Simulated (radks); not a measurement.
Results of a calculation; reference values are marked as such.
Ionisation of Ir+, [Xe] 4f14 5d7 6s1, to Ir2+, [Xe] 4f14 5d7, under several functionals. Dirac Kohn-Sham, spin-unpolarised, spherical densities, finite nucleus; open shells fill j = l - 1/2 first; a radial shooting solver on a logarithmic mesh with Libxc functionals.

functional,E(Ir+) (hartree),Exc (hartree),IE (eV),-e(HOMO) (eV),<r> HOMO (bohr),IE error (eV)
exchange-only B88,-17851.1027,-345.4729,16.668,12.757,2.740,-0.332
revPBE,-17854.6089,-349.0271,17.268,13.392,2.713,+0.268
"LDA (Slater exchange, VWN5 correlation)",-17844.1733,-338.4923,17.777,13.847,2.693,+0.777
PW91,-17855.9769,-350.4091,17.490,13.586,2.709,+0.490
"LDA (Slater exchange, Perdew-Zunger correlation)",-17844.1479,-338.4666,17.784,13.854,2.693,+0.784
XLYP,-17856.2432,-350.6586,17.515,13.546,2.727,+0.515
RPBE,-17854.7557,-349.1753,17.259,13.374,2.722,+0.259
AM05,-17844.5387,-338.8675,17.381,13.498,2.697,+0.381

NIST Atomic Spectra Database: 17.0 eV (semi-empirical). Closest: RPBE. The Delta-SCF values span 1.12 eV, the total energies 12.10 hartree. The highest occupied level is 6s1/2. Spin polarisation and multiplet splitting are left out, so open shells lie too high by an amount that depends on their filling.

Beside tabulated values, note that spin-unpolarised runs miss the spin-polarisation part of the exchange energy of open shells.
